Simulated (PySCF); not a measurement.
Exercise with solution: chemical shift, span and skew from a shielding tensor

C₃H₅ClGeO, SMILES [GeH2]([CH]=O)[C](Cl)=C. Atoms are numbered in the order given.

```xyz
11

C     -2.4066    -0.2844    -0.6190
C     -1.3050    -0.0293     0.0909
Cl    -1.3468     1.1295     1.4235
Ge     0.4812    -0.7750    -0.2104
C      1.7399     0.7707    -0.5156
O      2.7788     0.6405    -1.1089
H     -3.3650     0.1971    -0.4032
H     -2.3674    -0.9987    -1.4463
H      0.4678    -1.7012    -1.4393
H      0.9329    -1.5329     1.0529
H      1.4271     1.7681    -0.0980
```

Geometry optimised at B3LYP-D3(BJ)/def2-SVP. This is a generated structure with no PubChem entry under its InChIKey; it may be hypothetical. One conformer was computed; it need not be the lowest.

GIAO shieldings from PBE0/pcSseg-1 run with PySCF, non-relativistic, no solvent. The symmetric part of the tensor of C1 has the principal values -76.9, 73.7, 141.4 ppm. The same nucleus in TMS has σ = 186.3 ppm at this level (PySCF, at its B3LYP-D3(BJ)/def2-TZVP geometry). Without spin–orbit terms, shifts of atoms bonded to Cl or Br come out too high.

### Question
Work out the isotropic shielding, the ¹³C shift against TMS, the span and the skew.

### Answer

σ(iso) = (σ11 + σ22 + σ33)/3 = 46.1 ppm. δ = σ(ref) − σ(iso) = 186.3 − (46.1) = 140.2 ppm.
Span Ω = σ33 − σ11 = 218.3 ppm. Skew κ = 3(σ(iso) − σ22)/Ω = -0.38. Tumbling in solution averages the tensor to δ; in a static solid the shielding alone would spread this spin-1/2 line over Ω.
